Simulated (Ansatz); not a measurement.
Cost and result for the atomization energy of F$_{3}$H$_{2}$Si$_{2}$, SMILES `F[Si](F)(F)[SiH2]` radical (7 atoms, 6 bonds).

```
atom   x (Å)   y (Å)   z (Å)
  F1   0.492   1.982   0.637
 Si2   0.730   0.558  -0.005
  F3   1.806  -0.172   0.896
  F4   1.399   0.777  -1.420
 Si5  -1.274  -0.571  -0.227
  H6  -2.015  -0.704   1.052
  H7  -1.139  -1.869  -0.933
```

Total charge 0; spin multiplicity 2. All single points use the PBE0-D4/def2-TZVP geometry. Program: Ansatz. All runs use 4 threads of a server CPU on a shared host. Times are those of one run each, without the atoms' runs, and a repeat can differ threefold. Electronic energies, without spin–orbit coupling; frozen cores. CCSD(T)/CBS adds CCSD(T) − MP2 in def2-TZVPP to the MP2 limit, and its time is that of the two runs behind it. T1 = 0.014; ⟨S²⟩ of the reference is 0.76. B3LYP takes the VWN-RPA correlation (the form of Gaussian; ORCA's B3LYP/G).

CCSD(T)/CBS is a level of theory with its own doubt, some kJ/mol a heavy atom from the limit and from the frozen cores, so smaller differences don't rank the functionals.

```csv
level,functions,wall time
BLYP-D4/def2-TZVPP,205,2 s
revPBE-D4/def2-TZVPP,205,2.4 s
CAM-B3LYP-D4/def2-TZVPP,205,4 s
B3LYP-D4/def2-TZVPP (with forces),205,4.1 s
PBE-QIDH/def2-TZVPP,205,4.3 s
r2SCAN-D4/def2-TZVPP (with forces),205,4.5 s
r2SCANh-D4/def2-TZVPP,205,5.5 s
CCSD(T)/def2-SVP,88,7.5 s
ωB97X-V/def2-TZVPP,205,8 s
ωB97M-V/def2-TZVPP (with forces),205,9.5 s
MP2/def2-QZVPP,371,15 s
CCSD(T)/def2-TZVPP,205,2.6 min
CCSD(T)/CBS(def2),–,2.9 min
```

What atomization energy does each give, and how far from CCSD(T)/CBS? (An estimate is asked.)

Ansatz gave: 
```
                             level  atomization (kcal/mol)  difference from CCSD(T)/CBS  per bond
                BLYP-D4/def2-TZVPP                   619.0                         -7.6      -1.3
              revPBE-D4/def2-TZVPP                   610.1                        -16.5      -2.7
           CAM-B3LYP-D4/def2-TZVPP                   625.3                         -1.3      -0.2
 B3LYP-D4/def2-TZVPP (with forces)                   617.4                         -9.2      -1.5
               PBE-QIDH/def2-TZVPP                   615.0                        -11.6      -1.9
r2SCAN-D4/def2-TZVPP (with forces)                   627.2                          0.6       0.1
             r2SCANh-D4/def2-TZVPP                   621.1                         -5.5      -0.9
                  CCSD(T)/def2-SVP                   564.8                        -61.8     -10.3
                ωB97X-V/def2-TZVPP                   625.3                         -1.3      -0.2
  ωB97M-V/def2-TZVPP (with forces)                   621.3                         -5.3      -0.9
                    MP2/def2-QZVPP                   640.5                         13.9       2.3
                CCSD(T)/def2-TZVPP                   606.4                        -20.2      -3.4
                 CCSD(T)/CBS(def2)                   626.6                          0.0       0.0
```

From PBE to PBE0 (25 % exact exchange), in def2-TZVPP and without D4, the atomization energy moves by −13.2 kcal/mol: exact exchange takes away binding that semilocal exchange gives to molecules. The D4 term adds +6.3 kcal/mol with B3LYP and +3.2 kcal/mol with PBE0; it sums over pairs of atoms, weighted by their polarisabilities, and B3LYP, whose exchange is more repulsive, gets the larger term. At CCSD(T), def2-SVP lies −61.7 kcal/mol from the extrapolated value and def2-TZVPP −20.1 kcal/mol: correlation converges slowly with the basis, and small sets miss more of it in the bonded molecule than in its fragments.
